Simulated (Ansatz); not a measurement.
Two isomers of CH6AlNSi: A = `[SiH3][CH]1[NH][AlH]1`, B = `[AlH2][N]1C[SiH2]1`.

Isolated molecules relaxed with PBE0-D4/def2-TZVP in Ansatz; ΔE leaves out vibrations. CBS: MP2 limit from def2 TZ/QZ plus the TZ coupled-cluster correction, frozen cores. DFT in def2-TZVPP. B3LYP here is the variant with VWN-RPA as its local correlation; programs differ in this.

Q: Which isomer does CCSD(T)/CBS put lower? Give the gap. (Estimate.)

A: The calculation gave: B, by 22.6 kcal/mol.

Q: Give E(B) − E(A) in kcal/mol with MP2/def2-TZVPP, HF/def2-TZVPP, CCSD/def2-TZVPP, r2SCAN-D4, B3LYP-D4, PBE-D4, ωB97M-V. (Estimate.)

A: Ansatz gave: MP2/def2-TZVPP -23.7, HF/def2-TZVPP -27.4, CCSD/def2-TZVPP -23.8, r2SCAN-D4 -22.8, B3LYP-D4 -23.5, PBE-D4 -21.0, ωB97M-V -23.0. None reverses the order clearly.

Q: Does the order hold for the free energy at 298.15 K (harmonic terms from PBE0-D4)? (Best estimate.)

A: Ansatz gave: Yes: G(B) − G(A) = -22.7 kcal/mol.

Largest T1 diagnostic: 0.014.

In def2-TZVPP, CCSD(T) changes the Hartree–Fock value by +4.2 kcal/mol (the triples alone add +0.6 kcal/mol) and MP2 by +3.7 kcal/mol. Leaving LDA and LC-ωPBE aside and taking each functional with its dispersion term where it has one, the values, not all of them listed here, spread over 5.1 kcal/mol, from B97M-V to PBE-D4. LDA lies +1.0 kcal/mol from PBE without D4.
